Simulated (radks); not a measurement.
All-electron atom: neutral arsenic in [Ar] 3d9 4p6 (not the ground configuration).

Method: Dirac Kohn-Sham, PBEsol, spin-unpolarised, spherical densities, finite nucleus; open shells fill j = l - 1/2 first; Fermi nuclear charge, rms radius 4.0968 fm; computed with a radial shooting solver on a logarithmic mesh with Libxc functionals.

Energy parts (hartree):
part                       energy
total                 -2257.08100
kinetic                2307.82500
electron-nucleus      -5435.81799
Hartree                 952.31081
exchange-correlation    -81.39881

Orbitals (lengths in bohr, moments of r in powers of bohr; r(max) is where P^2 peaks):
orbital  occ.  eigenvalue (hartree)   r(max)  small-component weight
1s1/2       2             -430.7772  0.02975                1.43e-02
2s1/2       2             -55.20017   0.1703                2.78e-03
2p1/2       2             -49.39277   0.1343                2.77e-03
2p3/2       4             -48.05142   0.1373                2.71e-03
3s1/2       2              -7.50618   0.5204                6.59e-04
3p1/2       2              -5.55127   0.5132                6.11e-04
3p3/2       4              -5.36221   0.5215                5.95e-04
3d3/2       4              -2.01096   0.4684                4.79e-04
3d5/2       5              -1.98244   0.4711                4.75e-04
4p1/2       2              -0.28903    1.787                6.48e-05
4p3/2       4              -0.27507    1.819                6.26e-05

The highest occupied level is 4p3/2 at -7.485 eV. The density falls to 0.001 e/bohr^3 at r = 4.37 bohr.
